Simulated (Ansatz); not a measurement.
Harmonic frequencies (cm⁻¹) at PBE0-D4/def2-TZVP from Ansatz: 23, 96, 128, 159, 296, 330, 382, 421, 432, 499, 537, 578, 650, 667, 736, 790, 825, 884, 895, 1303, 1325, 1450, 1453, 1523, 1566, 1907, 2094, 2763, 3042, 3109, 3126, 3604, 3696.

Each molecule was computed in one conformer, which needn't be the lowest.

**Question.** Which molecule is it?
A. `B[SiH](B)O`
B. `BC[N](B)[AlH2]`
C. `CB[BH][AlH][NH2]`
D. `[CH3][Al]([OH])[SiH2]F`

**Answer.** C.
